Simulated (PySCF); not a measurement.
CrOF3, SMILES [O]=[Cr]([F])([F])[F] (connectivity only; charge and spin as stated), neutral, multiplicity 2.

Geometry: PBE0-D3(BJ)/def2-SVP. The geometry has at least one imaginary mode, so it is a saddle point at that level. The spin state was assumed, not searched.

These are PBE/def2-TZVP (PySCF) values and carry that method's errors.

Isolated molecule, no solvent.

Computed frontier levels, dipole moment and polarisability:
```json
{
  "α spin, highest occupied and lowest empty level": "-6.54 and -5.98 eV",
  "β spin, highest occupied and lowest empty level": "-9.87 and -5.52 eV",
  "dipole_moment": "0.84 D",
  "quadrupole, principal values (traceless, Buckingham form, about the centre of nuclear charge)": "-0.87, 0.31, 0.56 D·Å",
  "mean_static_polarisability": "34.3 bohr³ (5.08 Å³)",
  "polarisability_principal_values": "32.4, 32.8, 37.7 bohr³",
  "⟨S²⟩": "0.757 (pure state 0.75)"
}
```
